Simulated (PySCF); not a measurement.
## SiCl₄ + 2 HCl → SiH₂ + 3 Cl₂

Level: PBE in the def2-TZVP basis family, all electrons, no relativity, computed in PySCF with density fitting; open shells unrestricted.

```csv
species,state and structure,E (Eh),ZPE (kJ/mol),H(298 K) − H(0) (kJ/mol),S° (J/(mol K))
SiCl₄,"singlet, Td, Si–Cl 2.040 Å (×4)",-2129.67403,18.6,19.8,333.9
HCl,"singlet, C∞v, H–Cl 1.289 Å",-460.62635,17.3,8.7,186.8
SiH₂,"singlet, C2v, Si–H 1.539 Å (×2); H–Si–H 90.5°",-290.45799,29.5,10.0,207.8
Cl₂,"singlet, D∞h, Cl–Cl 2.008 Å",-920.02118,3.2,9.2,223.0
```

Q: What is the electronic reaction energy?

A: At PBE/def2-TZVP, ΔE = 1063.9 kJ/mol from the differences of the total energies times 2625.5, uphill. 

Q: Add zero-point, thermal and entropy terms for 298.15 K and 1 bar.

A: ΔZPE = -14.1 and Δ[H(298) − H(0)] = 0.4 kJ/mol give ΔH° = 1050.2 kJ/mol. ΔS° = 169.3 J/(mol K), so ΔG° = 1050.2 − 298.15 × (0.1693) = 1000 kJ/mol.

Only the bonding shown was studied: isomers, or loss of a ligand pair, can lie lower.
